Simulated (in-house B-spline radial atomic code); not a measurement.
Configurations of Pm VI (Pm5+), with energies counted from [Kr] 4d10 4f3 5s2 5p5. Method: scalar-relativistic (X2C) BHandHLYP, spin-polarised, spherical fractional occupations, exact exchange averaged over the configuration, Fermi nucleus of rms radius 4.962 fm. Calculated with an all-electron radial atomic-structure program (B-spline basis). Shells without spins written out take the highest spin.

Occupations are held fixed; configurations that lie above the ionisation limit could autoionise.

| configuration | E - E(ref) (eV) | highest orbital | its <r> (bohr) |
| --- | --- | --- | --- |
| [Kr] 4d10 4f3 5s2 5p4 5d1 | 26.345 | 5d up | 1.877 |
| [Kr] 4d10 4f3 5s2 5p4 6s1 | 36.651 | 6s up | 2.744 |
| [Kr] 4d9 4f3 5s2 5p6 | 114.74 | 4f up | 0.8026 |
| [Kr] 4d9 4f3 5s2 5p5 6s1 | 153.82 | 6s up | 2.714 |

Q: Order these further configurations by energy, lowest first.
A. [Kr] 4d9 4f3 5s2 5p5 6d1
B. [Kr] 4d10 4f2 5s2 5p5 6s1
C. [Kr] 4d10 4f3 5s2 5p4 6d1
D. [Kr] 4d10 4f2 5s2 5p5 6d1
E. [Kr] 4d10 4f4 5s2 5p4

A: E (10.492 eV), B (30.903 eV), D (48.05 eV), C (53.583 eV), A (171.01 eV).
